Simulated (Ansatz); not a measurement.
Species: 1,1,1,2-tetrafluoroethane, C₂H₂F₄, charge 0, multiplicity 1. 
Geometry from a B3LYP-D3(BJ)/def2-TZVP (Ansatz, an electronic-structure program) optimisation:
SMILES: FCC(F)(F)F
```xyz
8

F     -1.6811    -0.9996     0.1245
C     -1.1517     0.2566    -0.0625
C      0.3646     0.1829    -0.0217
F      0.8538    -0.6115    -0.9848
F      0.8125    -0.2755     1.1561
F      0.8677     1.4206    -0.2063
H     -1.4937     0.9174     0.7350
H     -1.4596     0.6393    -1.0362
```

Parts of the frozen-core correlation energy in aug-cc-pVQZ (Ansatz, hartree). Frozen orbitals: 6; correlated occupied orbitals by spin: 19 and 19; virtual: 547 and 547. Spin-orbit coupling is left out. No relativistic terms.

```
term                            value
-------------------------  ----------
reference (HF)             -474.88296
MP2 opposite-spin                   ?
MP2 same-spin                       ?
CCSD correlation             -1.45456
(T)                                 ?
T1 diagnostic                   0.012
largest doubles amplitude       0.018
```

Problem. Fill in the missing entries.

Solution. 
- MP2 opposite-spin, value: -1.09065
- MP2 same-spin, value: -0.36415
- (T), value: -0.05149
